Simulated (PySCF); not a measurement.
SMILES OC([SiH2]CS)=O (C2H6O2SSi) (GFN2-xTB optimised geometry):

```
12

O      2.461     0.402     0.000
C      1.258     0.402     0.000
O      0.543     1.534     0.000
Si     0.125    -1.144     0.056
C     -1.295    -0.873    -1.184
S     -2.461    -2.283    -1.135
H      1.122     2.318     0.005
H      0.916    -2.318    -0.320
H     -0.425    -1.253     1.407
H     -0.970    -0.749    -2.216
H     -1.902    -0.009    -0.918
H     -1.583    -3.226    -1.467
```

Method: B3LYP/def2-TZVP (PySCF 2.14.0).

Question: What are the frontier orbital energies and the dipole moment?

Answer: HOMO-2 -9.19 eV, HOMO-1 -7.74 eV, HOMO -6.66 eV, LUMO -1.13 eV, LUMO+1 -0.06 eV; dipole moment 1.24 D.

Meta-Löwdin charges at B3LYP/def2-TZVP: O1 -0.44, C2 0.31, O3 -0.47, Si4 0.63, C5 -0.49, S6 -0.07, H7 0.35, H8 -0.09, H9 -0.08, H10 0.13, H11 0.15, H12 0.08.
